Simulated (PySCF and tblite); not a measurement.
Values are calculated unless marked as measured or tabulated.
C7H8O4, numbered as in [CH3:1][O:2][c:3]1[cH:4][c:5]([O:6][CH3:7])[o:8][c:9](=[O:10])[cH:11]1.

Geometries GFN2-xTB; weights from B3LYP-D3(BJ)/pcSseg-1 (IEF-PCM, tetrahydrofuran) energies and GFN2-xTB thermal corrections, with symmetry numbers and mirror pairs. Conformers within 2.5 kcal/mol (GFN2-xTB free energy) were kept, 4 at most. Programs: PySCF with density fitting and tblite.

Rotational constants are equilibrium values for the commonest isotopes; dipoles come from the energy level named and are polarised by its solvent model.

Torsions listed: C1–O2–C3–C4, O8–C5–O6–C7.

```csv
conformer,shape,symmetry
1,"180°, 0°",Cs
2,"0°, 0°",Cs
```

Task: Give the rotational constants and dipole components.

Result: 
| conformer | A (MHz) | B (MHz) | C (MHz) | abs μa (D) | abs μb (D) | abs μc (D) | κ | Ic−Ia−Ib (u Å²) |
| --- | --- | --- | --- | --- | --- | --- | --- | --- |
| 1 | 1932 | 774 | 557 | 1.19 | 3.62 | 0.01 | -0.68 | -6.4 |
| 2 | 1613 | 860 | 565 | 1.54 | 6.97 | 0.00 | -0.44 | -6.4 |

Task: Which type of transition is strongest for conformer 1?

Result: b-type, since that component is clearly the largest; the top is asymmetric (κ = -0.68).


Conformer gaps in pcSseg-1 on xTB geometries can be 2 kcal/mol off for S=O, P=O and other polar bonds.